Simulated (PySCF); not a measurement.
Al(CF3)(F)(OH) (CHAlF₄O), SMILES [C](F)(F)(F)[Al]([OH])[F].

Geometry: PBE0-D3(BJ)/def2-SVP. Other conformers were not sampled.

All values below come from PySCF with PBE0-D3(BJ)/def2-SVP.

Frequencies are harmonic and unscaled.

A small imaginary wavenumber (i) marks a very flat motion, where grid noise or a shallow saddle decides the sign.

```
mode  ν (cm⁻¹)  IR (km/mol)  moving atoms (share of kinetic energy)
----  --------  -----------  --------------------------------------
1           5i          0.5                          F 75 %, O 23 %
2          106          2.0                          F 64 %, O 25 %
3          127          4.6                          F 74 %, O 10 %
4          197         25.6                  F 58 %, O 28 %, H 11 %
5          247          1.3                 F 68 %, Al 13 %, O 10 %
6          296         36.5                         Al 62 %, F 26 %
7          355        174.9                          H 85 %, O 12 %
8          376         66.1                 Al 41 %, F 38 %, H 13 %
9          496        154.8                          H 65 %, O 27 %
10         526          0.1                                  F 91 %
11         526          1.2                                  F 91 %
12         734         23.0                          F 82 %, C 13 %
13         836        135.7                 F 44 %, Al 34 %, O 18 %
14         983        110.3                 Al 50 %, O 29 %, F 17 %
15        1147        226.4                          C 70 %, F 30 %
16        1166        252.9                          C 71 %, F 29 %
17        1241        138.9                          C 75 %, F 23 %
18        4003        149.3                                  H 94 %
```
